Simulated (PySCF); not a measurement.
Molfile (atoms numbered from 1):
```
C8H6F2
     RDKit          3D

 16 17  0  0  0  0  0  0  0  0999 V2000
    3.2780   -1.0961    0.0792 F   0  0  0  0  0  0  0  0  0  0  0  0
    2.3737   -0.4148   -0.6702 C   0  0  0  0  0  0  0  0  0  0  0  0
    3.1022    0.3848   -1.4910 F   0  0  0  0  0  0  0  0  0  0  0  0
    1.4588    0.4047    0.2060 C   0  0  0  0  0  0  0  0  0  0  0  0
    0.0839    0.7244   -0.2785 C   0  0  0  0  0  0  0  0  0  0  0  0
   -1.0903    1.1195   -0.8321 C   0  0  0  0  0  0  0  0  0  0  0  0
   -2.1980    0.4631   -0.2604 C   0  0  0  0  0  0  0  0  0  0  0  0
   -2.0794   -0.4802    0.7464 C   0  0  0  0  0  0  0  0  0  0  0  0
   -0.8400   -0.8695    1.2914 C   0  0  0  0  0  0  0  0  0  0  0  0
    0.2018   -0.2128    0.7215 C   0  0  0  0  0  0  0  0  0  0  0  0
    1.8354   -1.1430   -1.2971 H   0  0  0  0  0  0  0  0  0  0  0  0
    1.9965    1.1249    0.8171 H   0  0  0  0  0  0  0  0  0  0  0  0
   -1.2027    1.8482   -1.6196 H   0  0  0  0  0  0  0  0  0  0  0  0
   -3.1836    0.7071   -0.6280 H   0  0  0  0  0  0  0  0  0  0  0  0
   -2.9767   -0.9415    1.1313 H   0  0  0  0  0  0  0  0  0  0  0  0
   -0.7672   -1.6099    2.0725 H   0  0  0  0  0  0  0  0  0  0  0  0
  1  2  1  0
  2  3  1  0
  2  4  1  0
  4  5  1  0
  5  6  2  0
  6  7  1  0
  7  8  2  0
  8  9  1  0
  9 10  2  0
 10  4  1  0
 10  5  1  0
  2 11  1  0
  4 12  1  0
  6 13  1  0
  7 14  1  0
  8 15  1  0
  9 16  1  0
M  END
```

Geometry: GFN2-xTB; GIAO shifts from PySCF, gas phase, non-relativistic, averaged over equivalent atoms.

At WP04/6-31G* (152 basis functions, 48 s wall time on 1 thread of an Arm Neoverse N1, shared host):
| atoms | δ (ppm) |
| --- | --- |
| F1/F3 | -124.7 |
| C7/C8 | 121.6 |
| C5/C10 | 118.3 |
| C2 | 118.1 |
| C6/C9 | 106.5 |
| C4 | 35.9 |
| H13/H16 | 7.12 |
| H14/H15 | 7.07 |
| H11 | 5.37 |
| H12 | 4.06 |

References, each an isolated molecule treated in the same way: 19F (σ = 194.21 ppm) vs CFCl3; 13C (σ = 186.09 ppm), 1H (σ = 32.67 ppm) against TMS.

Q: What do these become at PW91/6-31++G**?

A: 
```
  atoms  δ at PW91/6-31++G**  change
  F1/F3               -134.2    -9.5
  C7/C8                124.1    +2.5
 C5/C10                122.5    +4.2
     C2                124.3    +6.2
  C6/C9                108.5    +2.0
     C4                 39.9    +4.0
H13/H16                 7.64   +0.52
H14/H15                 7.58   +0.51
    H11                 5.90   +0.53
    H12                 4.28   +0.22
```

References, each an isolated molecule treated in the same way: 19F (σ = 160.38 ppm) vs CFCl3; TMS for 13C (σ = 194.22 ppm), 1H (σ = 31.79 ppm).

The largest change is at F1/F3 (fluorine of a CF2 group). Cost: 216 basis functions, 79 s wall time on 1 thread of an Arm Neoverse N1, shared host. The order of the carbon signals changes between the two levels.

Unscaled 19F shifts against computed CFCl3 carry errors that often reach 10 to 50 ppm.
